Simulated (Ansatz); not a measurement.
Start from `N=C(N)[SiH2]N` and change one atom or group to get `N=C(N)[TeH]`.

Ansatz, PBE0-D4/def2-TZVP geometries, multiplicity 1. Each molecule was computed in one conformer, which needn't be the lowest.

Elements past krypton have def2 core potentials.

```csv
property,`N=C(N)[SiH2]N`
LUMO energy (ωB97M-V/def2-TZVPP) / eV,1.63
HOMO energy (PBE/def2-TZVPP) / eV,-5.46
size of the dipole moment (PBE/def2-TZVPP) / D,2.39
LUMO energy (PBE/def2-TZVPP) / eV,-0.95
size of the dipole moment (ωB97M-V/def2-TZVPP) / D,2.69
HOMO energy (B3LYP/def2-TZVPP) / eV,-6.54
```

(1) Give the same properties after the change, and the shifts. (Best estimate.)

## Answers

(1) The calculation gave: 
```csv
property,`N=C(N)[TeH]`,shift
LUMO energy (ωB97M-V/def2-TZVPP) / eV,0.76,-0.87
HOMO energy (PBE/def2-TZVPP) / eV,-5.42,0.04
size of the dipole moment (PBE/def2-TZVPP) / D,1.50,-0.89
LUMO energy (PBE/def2-TZVPP) / eV,-1.84,-0.89
size of the dipole moment (ωB97M-V/def2-TZVPP) / D,1.69,-1.00
HOMO energy (B3LYP/def2-TZVPP) / eV,-6.30,0.24
```

With PBE0 the HOMO rises by 0.25 eV and the LUMO falls by 1.01 eV, so the gap narrows by about 1.26 eV. PBE moves the HOMO by 0.04 eV and ωB97M-V by 0.39 eV. Dipoles are sizes alone; their direction can turn.

B3LYP here is the variant with VWN-RPA as its local correlation; programs differ in this.

Spin–orbit coupling is left out; it splits and shifts lone-pair levels of the heavy atoms by tenths of an eV.
